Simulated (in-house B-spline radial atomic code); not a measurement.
What moves the levels of the gold ion Au⁺ ([Xe] 4f14 5d10)? Computed with a B-spline radial code for spherical atoms: Dirac-Hartree-Fock, average of configuration, Fermi nucleus of rms radius 5.4371 fm.

Baseline run (computed): total energy -19035.2757 hartree, 1s1/2 at -2986.434 hartree, 5d5/2 at -20.145 eV with <r> = 1.581 bohr.

Scaling the speed of light c (a factor of 100 is close to the non-relativistic limit):

```csv
c/c0,ΔE (hartree),5d5/2 level (eV),5d5/2 <r> (bohr)
0.95,-155.85,-19.9796,1.588
0.98,-58.613,-20.0814,1.584
1.02,54.256,-20.2049,1.579
1.2,404.39,-20.627,1.563
100,1170.6,-21.7877,1.525
```

Changing the nucleus:

```json
{"nucleus": "Gaussian nucleus of rms radius 5.4371 fm", "ΔE (eV)": "-0.904"}
{"nucleus": "uniform spherical nucleus of rms radius 5.4371 fm", "ΔE (eV)": "0.217"}
{"nucleus": "Gaussian nucleus of rms radius 0.01 fm", "ΔE (eV)": "-117"}
{"nucleus": "Fermi nucleus of rms radius 5.3284 fm", "ΔE (eV)": "-3.76"}
{"nucleus": "Fermi nucleus of rms radius 5.5458 fm", "ΔE (eV)": "3.8"}
```

A larger nucleus binds the electrons less, roughly as the density at the nucleus times the change of the nuclear <r²>. At equal rms radius the shape enters only through higher moments. A radius of 0.01 fm is nearly a point.

(1) The nuclear charge is raised by 0.1. What does the Hellmann-Feynman theorem predict for the energy, and what is found?

Results:

(1) dE/dZ ≈ -Σ<1/r>, which is -606.596 at the start and -607.822 at the end; their mean times 0.1 is -60.721 hartree, and the two runs differ by -60.716 hartree.
